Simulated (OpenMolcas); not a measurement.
Co3+ with its 6 nearest fluoride ions at 1.879 Å, on the Ge site of Cs2GeF6 (a = 9.021 Å, distance in the model lattice 1.804 Å). The rest of the host is ab initio model potentials to 7.6 Å and point charges beyond; the distance is set by hand and nothing relaxes, and no local charge compensation is placed. Ligand basis ANO-RCC-VDZP.
```
Co    0.0000    0.0000    0.0000
F     1.8790    0.0000    0.0000
F     0.0000    1.8790    0.0000
F    -1.8790    0.0000    0.0000
F     0.0000   -1.8790    0.0000
F     0.0000    0.0000    1.8790
F     0.0000    0.0000   -1.8790
```

```yaml
Program: OpenMolcas
Method: "SS-CASPT2, IPEA 0.25 Eh, imaginary shift 0.1 Eh (closed shells correlated: 3s 3p and the ligand valence shells)"
Basis: ANO-RCC-VTZP [6s5p3d2f1g]
Scalar_Hamiltonian: DKH2, point nucleus
Active_space: 6 electrons in 5 orbitals (3d)
State_averaging: 2S+1 = 5 even, 5 roots; 2S+1 = 3 even, 45 roots; 2S+1 = 1 even, 50 roots
Spin-orbit_coupling: RASSI with atomic mean-field integrals over the reference wave functions
```

What is the spin-free ground state (labels of O, the rotations of Oh)?

5T2, 3-fold in its orbital part; it has the highest spin that d6 allows.

Where is the first state of the same spin?

5E at 15200 cm-1 above the ground state.

What are the lowest two levels with spin-orbit coupling?

A 3-fold level T2, then a 2-fold level E 240 cm-1 above it. Their leading multiplicities are 5 (100 %) and 5 (99 %).

What is χT at 300 K, and how does it compare with the textbook value?

The lowest level has 2S+1 = 5, for which the spin-only value is χT = S(S+1) / 2 = 3.000 cm3 K/mol (g = 2). The computed 3.997 at 300 K differs by +0.997, through orbital momentum, spin-orbit coupling and any other state in reach. With a threefold ground state the orbital momentum is unquenched, so the spin-only value is not expected to hold.

Roots that are degenerate in the reference are averaged as groups; the widest CASPT2 spread within a group is 1800 cm-1 (the 3-fold group of multiplicity 1 near 25800 cm-1 above the lowest state of its run). Shifts and gaps below about the spread of the groups concerned are not significant. Over all roots computed the reference weight is 0.68 to 0.73; a low but even weight reflects the number of correlated electrons. An orbital triplet at a regular site is open to Jahn-Teller coupling, which can distort the site and quench the lowest spin-orbit gaps and is left out. This shell can be high or low spin here, a state of another spin lies low, and with metal d orbitals alone active their balance is uncertain, so the ground spin may be wrong. A single d shell leaves out the double-shell effect, which counts most for late 3d ions, where the CASPT2 field can be off either way by tens of per cent. Ligand-to-metal charge-transfer states are missing. These CASPT2 states fit no ligand-field parameters well, so their order and spin gaps are uncertain. With no ligand orbital active B as a rule stays too high, so bands that hang on it stand too high and its fall with covalency is understated. With one d shell and no ligand orbital active, 10Dq can be off by a tenth or more. No measured value stands beside these numbers; the geometry was set by hand and not optimised.
